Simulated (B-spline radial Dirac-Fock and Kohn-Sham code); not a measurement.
Elastic and transport cross sections of dysprosium for electrons

Level of theory: relativistic (Dirac) partial waves in the static field of the Dirac-Fock atom with Furness-McCarthy exchange, without polarisation or absorption potentials; a radial B-spline solver. σ_tr1 and σ_tr2 weight the cross section with 1 − P₁ and 1 − P₂ of cos θ; "backward" is the share scattered beyond 90°.

```
energy (eV)  σ (a₀²)  σ_tr1 (a₀²)  σ_tr2 (a₀²)  σ/σ_tr1  backward (%)
        300     20.2         4.58         5.92     4.41           8.8
        500     15.6         4.03         4.10     3.88            11
        553     14.9         3.81         3.70     3.90            11
        587     14.5         3.68         3.48     3.93            11
        635     13.9         3.50         3.20     3.98            11
        753     12.8         3.08         2.68     4.16            11
        888     11.8         2.68         2.28     4.40            10
       1000     11.1         2.41         2.04     4.62           9.9
       1080     10.7         2.23         1.91     4.79           9.5
       1130     10.4         2.14         1.83     4.89           9.3
       1320     9.64         1.82         1.61     5.30           8.4
       1500     9.02         1.58         1.45     5.70           7.6
       1710        ?            ?            ?        ?             ?
       1830     8.12         1.26         1.24     6.43           6.4
       1910     7.94         1.20         1.20     6.61           6.1
       2000     7.75         1.14         1.15     6.82           5.9
       2110     7.53         1.07         1.10     7.06           5.6
```

Question: Fill in the row for 1.71 keV.

Answer: σ = 8.42 a₀², σ_tr1 = 1.37 a₀², σ_tr2 = 1.31 a₀², σ/σ_tr1 = 6.16, backward 6.8 %. The ratio σ/σ_tr1 is roughly the number of elastic collisions that randomise the direction.

Values without a named source are computed, but for edge energies of neutral atoms, which are taken from tables.
